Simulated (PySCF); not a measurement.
H13N3Si4, SMILES [SiH3]N[SiH](N[SiH3])N[SiH3]. Coordinates come from a PBE0-D3(BJ)/def2-SVP optimisation. The values are those of a single conformer.

Computed equilibrium geometry at PBE0-D3(BJ)/def2-SVP (PySCF confirms it by a frequency run) as a Z-matrix (one conformer of several):
```
Si
N 1 1.7301
H 2 1.0153 1 119.41
N 1 1.7359 2 105.52 3 166.23
H 4 1.0160 1 119.59 2 -65.53
N 1 1.7386 2 112.24 3 -78.20
H 6 1.0177 1 114.33 2 -28.39
Si 6 1.7427 7 116.61 1 -178.89
Si 2 1.7456 3 116.86 1 179.94
Si 4 1.7465 5 116.57 1 174.26
H 1 1.4909 2 111.14 3 42.82
H 8 1.4920 6 107.10 7 -176.00
H 10 1.4948 4 106.74 5 5.92
H 10 1.4949 13 108.61 4 -121.27
H 9 1.4949 2 112.51 3 123.52
H 9 1.4952 15 108.63 2 117.92
H 8 1.4955 12 109.52 6 -121.17
H 10 1.4962 13 108.43 14 -116.70
H 9 1.4966 15 107.64 16 116.81
H 8 1.4974 12 108.98 17 -117.15
```
Charge 0, spin multiplicity 1.
